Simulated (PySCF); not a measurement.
Spinor energies of Hg+ (mercury, charge +1)

Start: [Xe] 4f14 5d10 6p1; 6p3/2 filled at m_j = +3/2. Calculated with PySCF 2.14 in x2c-SVPall-2c with one added diffuse shell each of s, p, d type (8s11p10d2f, 105 functions): generalised Hartree-Fock with the X2C-1e Hamiltonian and a Gaussian nucleus; spin-orbit coupling (SO) screened by Boettger's factors. This is a chosen level, not necessarily the ground level.

| spinor shell | electrons | ε, screened SO (eV) | weight of nominal j (screened SO) | rms radius, screened SO (bohr) |
| --- | --- | --- | --- | --- |
| 1s1/2 | 2 | -83543.8 | 1.000 | 0.0187 |
| 2s1/2 | 2 | -14965.9 | 1.000 | 0.0756 |
| 2p1/2 | 2 | -14336.3 | 1.000 | 0.0639 |
| 2p3/2 | 4 | -12382.8 | 1.000 | 0.0720 |
| 3s1/2 | 2 | -3629.3 | 1.000 | 0.193 |
| 3p1/2 | 2 | -3346.7 | 1.000 | 0.184 |
| 3p3/2 | 4 | -2907.3 | 1.000 | 0.201 |
| 3d3/2 | 4 | -2443.4 | 1.000 | 0.177 |
| 3d5/2 | 6 | -2350.9 | 1.000 | 0.180 |
| 4s1/2 | 2 | -844.25 | 1.000 | 0.424 |
| 4p1/2 | 2 | -721.75 | 1.000 | 0.429 |
| 4p3/2 | 4 | -614.43 | 1.000 | 0.463 |
| 4d3/2 | 4 | -413.66 | 1.000 | 0.476 |
| 4d5/2 | 6 | -393.53 | 1.000 | 0.486 |
| 5s1/2 | 2 | -149.97 | 1.000 | 0.971 |
| 4f5/2 | 6 | -132.83 | 1.000 | 0.526 |
| 4f7/2 | 8 | -128.69 | 1.000 | 0.528 |
| 5p1/2 | 2 | -106.94 | 1.000 | 1.09 |
| 5p3/2 | 4 | -88.823 | 1.000 | 1.13 |
| 5d3/2 | 4 | -29.022 | 0.999 | 1.52 |
| 5d5/2 | 6 | -26.842 | 0.999 | 1.59 |
| 6p3/2 | 1 | -10.291 | 1.000 | 3.96 |

```
   quantity   screened SO
E (hartree)  -19637.83957
        M_J           3/2
       ⟨J²⟩         3.763
       ⟨L²⟩         2.158
       ⟨S²⟩         0.904
```

Breit and QED terms are absent; they matter most for the inner s and p1/2 levels.

Densities and radii are taken from the X2C orbitals without a picture-change correction, which distorts them close to the nucleus.
